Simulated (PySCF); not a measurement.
1,1-dichlorocyclopropane (C3H4Cl2), SMILES ClC1(CC1)Cl. Coordinates come from a PBE-D3(BJ)/def2-SVP optimisation.

Question: Give the equilibrium geometry at PBE-D3(BJ)/def2-SVP (PySCF confirms it by a frequency run) as bond lengths and angles, and its point group. (An estimate is asked for; the answer gives what the named calculation found.)

Answer: point group C2v.
Atoms: Cl1 C2 Cl3 C4 C5 H6 H7 H8 H9. Bonds (Å): Cl1–C2 1.775, C2–Cl3 1.775, C2–C4 1.500, C2–C5 1.500, C4–C5 1.524, C4–H6 1.101, C4–H7 1.101, C5–H8 1.101, C5–H9 1.101. Bond angles (°): Cl1–C2–Cl3 113.0, Cl1–C2–C4 118.4, Cl1–C2–C5 118.4, Cl3–C2–C4 118.4, Cl3–C2–C5 118.4, C4–C2–C5 61.0, C2–C4–C5 59.5, C2–C4–H6 117.0, C2–C4–H7 117.0, C5–C4–H6 118.3, C5–C4–H7 118.3, H6–C4–H7 115.3, C2–C5–C4 59.5, C2–C5–H8 117.0, C2–C5–H9 117.0, C4–C5–H8 118.3, C4–C5–H9 118.3, H8–C5–H9 115.3.
Charge 0, spin multiplicity 1.
